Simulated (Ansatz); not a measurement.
From F to I: the dipole moment

One atom is swapped for its congeners: CHBrF `F[CH]Br`; CHBrCl `Cl[CH]Br`; CHBr2 `Br[CH]Br`; CHBrI `Br[CH]I`. All are doublets with charge 0.

Shapes, held fixed at every level: PBE0-D4/def2-TZVP. Programs: Ansatz 0.2.0. Values in D.

| level | CHBrF | CHBrCl | CHBr2 | CHBrI |
| --- | --- | --- | --- | --- |
| PBE-D4/def2-TZVPP | 0.98 | 0.73 | 0.66 | 0.57 |
| r2SCAN-D4/def2-TZVPP | 1.08 | 0.85 | 0.78 | 0.68 |
| B3LYP-D4/def2-TZVPP | 1.08 | 0.80 | 0.73 | 0.64 |
| wB97M-V/def2-TZVPP | 1.08 | 0.81 | 0.75 | 0.66 |

At wB97M-V/def2-TZVPP the dipole moment falls at every step, from 1.08 to 0.66 D. Every level shows the same order. Open shells run unrestricted unless RO is named. For atoms past krypton def2 sets carry core potentials with scalar relativity. Relativity is left out for Br unless named. Magnitudes only: a dipole under 1 D may point either way.
